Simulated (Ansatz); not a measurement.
The first iterations of a band of FGeH3 + H2 (7 atoms, charge 0, multiplicity 1).

Computed with RKS PBE0/def2-SVP (Ansatz).

```yaml
movable_images: 4
climbing_image: no
spring: 5.0 eV/Å²
optimiser: quadratic models (default)
start_path: through a guess of the saddle point
force_threshold: 0.05 eV/Å
iteration_limit: 60
end_points: relaxed
```

Image 0:

```xyz
7
Properties=species:S:1:pos:R:3
Ge 0.523 0.000 -0.386
F -0.125 0.000 1.239
H 2.050 0.000 -0.238
H 0.001 1.275 -1.063
H 0.001 -1.275 -1.063
H -3.133 0.000 2.128
H -2.387 0.000 1.975
```

Image 5:

```xyz
7
Properties=species:S:1:pos:R:3
Ge -0.183 -0.308 -0.374
F -0.768 1.140 2.374
H 1.109 -0.520 0.424
H -0.339 1.161 -0.783
H -0.186 -1.207 -1.621
H -1.391 -0.722 0.498
H -1.312 0.456 2.075
```

| iteration | highest image above the first end (eV) | largest band force component (eV/Å) |
| --- | --- | --- |
| 1 | 2.791 | 4.716 |
| 2 | 2.041 | 1.773 |
| 3 | 1.868 | 1.170 |
| 4 | 1.834 | 0.368 |

Q: Does the band converge within its limit, and where does its top end?

A: The run converged. It ended after 14 iterations with the highest image 1.088 eV above the first end. No image climbed, so the highest image needn't sit at the top of the path. A band with more images between the same ends climbed to 1.85 eV, so this one has probably stepped over the top. The orbitals stay closed-shell, which can raise the energy where a bond breaks towards radicals; this wasn't checked here.

Time of the run: 95 s on 1 thread of Arm Neoverse V2, on a shared host, peak memory 0.14 GiB.
